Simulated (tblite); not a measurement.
`O(C)[P@](=O)(O[SiH3])OC(C)C`. Computed geometry: GFN2-xTB, gas phase.

```
atom  x, y, z in Å
C1    -2.3488   -2.0122    0.0153
O2    -1.0233   -1.5213    0.0780
P3    -0.7992   -0.1521    0.8929
O4    -1.5665   -0.0246    2.1214
O5    -1.1187    0.9501   -0.2176
Si6   -2.1718    2.1987   -0.2395
O7     0.7560   -0.0959    1.0694
C8     1.6291   -0.1702   -0.0689
C9     2.2229    1.2094   -0.3178
C10    2.6971   -1.2109    0.2353
H11   -2.2834   -3.0785   -0.1993
H12   -2.9045   -1.5073   -0.7782
H13   -2.8541   -1.8504    0.9690
H14   -1.9002    3.1099    0.8681
H15   -1.8043    2.7346   -1.5485
H16   -3.5421    1.6874   -0.1923
H17    1.0432   -0.4832   -0.9393
H18    1.4290    1.9219   -0.5273
H19    2.7660    1.5403    0.5640
H20    2.9028    1.1733   -1.1650
H21    3.2561   -0.9163    1.1194
H22    3.3785   -1.3014   -0.6063
H23    2.2313   -2.1742    0.4233
```

(1) What is the longest distance between nuclei?

(2) Work out the bond lengths C1–O2, P3–O5, P3–O7, C8–C9, C8–H17, C9–H18 in pm.

(3) Give the dihedral angles O2–P3–O5–Si6, H13–C1–O2–P3, C1–O2–P3–O5, O7–C8–C9–H20, P3–O5–Si6–H14.

(4) How far apart are these pairs, which share no bond: O2···H18, O2···H23, P3···C8, Si6···H19, O7···H11, H19···H23?

(5) What is the repulsion energy of the bare nuclei, Σ ZA·ZB/RAB?

(6) How far are the heavy atoms from their best plane (unweighted least squares)?

(7) Where is the centre of mass (commonest isotopes), and what is the radius of gyration?

(8) What are the angles H15–Si6–H16, C8–C9–H18, H18–C9–H20, C8–C10–H22, C8–C10–H21, H21–C10–H22, C8–C10–H23?

(9) Write the matrix of distances between heavy atoms (Å, lower triangle).

Answers

(1) H16···H22, 7.55 Å; the next longest distance is 7.40 Å.

(2) For C1–O2 the difference vector is (1.3255, 0.4908, 0.0627) Å, of length 1.4148 Å. C1–O2 141.5; P3–O5 159.7; P3–O7 156.6; C8–C9 152.2; C8–H17 109.5; C9–H18 108.7 pm.

(3) O2–P3–O5–Si6 125° (anticlinal); H13–C1–O2–P3 -38° (synclinal); C1–O2–P3–O5 -85° (synclinal); O7–C8–C9–H20 179° (antiperiplanar); P3–O5–Si6–H14 59° (synclinal). Dihedral signs follow IUPAC: positive where, seen along the central bond, the front bond turns clockwise onto the rear one.

(4) O2···H18 4.270 Å (5 bonds apart); O2···H23 3.337 Å (5 bonds apart); P3···C8 2.612 Å (2 bonds apart); Si6···H19 5.046 Å (6 bonds apart); O7···H11 4.443 Å (4 bonds apart); H19···H23 3.755 Å (4 bonds apart).

(5) 849.47 Eh over 253 pairs, with full nuclear charges and distances in bohr; the largest single term is 43.67 Eh (P3 with O4).

(6) 0.708 Å rms; C1 0.82, O2 0.57, P3 0.46, O4 1.63, O5 0.49, Si6 0.40, O7 0.78, C8 0.28, C9 0.26, C10 0.05 Å (magnitudes).

(7) Mass 184.032 u; centre at (-0.438, 0.111, 0.359) Å; Rg = √(Σ m r²/M) = 2.283 Å. As Ia + Ib + Ic = 2 Σ m r², the three principal moments sum to 1918.7 u·Å².

(8) From the scalar product of the two bond vectors; for H15–Si6–H16 it is -0.8394 Å² over 1.4614 × 1.4633 Å², cos θ = -0.3925. H15–Si6–H16 113.1°; C8–C9–H18 109.9°; H18–C9–H20 109.2°; C8–C10–H22 110.0°; C8–C10–H21 109.8°; H21–C10–H22 109.3°; C8–C10–H23 109.9°.

(9) 
```
C1    0.000
O2    1.415  0.000
P3    2.575  1.609  0.000
O4    3.000  2.591  1.454  0.000
O5    3.216  2.491  1.597  2.573  0.000
Si6   4.222  3.906  2.948  3.299  1.634  0.000
O7    3.798  2.486  1.566  2.551  2.503  3.943  0.000
C8    4.384  2.980  2.612  3.877  2.971  4.482  1.437  0.000
C9    5.603  4.260  3.529  4.672  3.353  4.505  2.404  1.522  0.000
C10   5.114  3.737  3.712  4.811  4.409  5.963  2.389  1.522  2.528  0.000
```

GFN2-xTB frequencies show an imaginary mode (22i cm⁻¹), so the point is no minimum at that level.

Time: 2.9 s of wall time. Hardware: an Arm Neoverse N1 with one thread, shared host with 64 logical CPUs at a one-minute load of 60. This is the geometry optimisation.
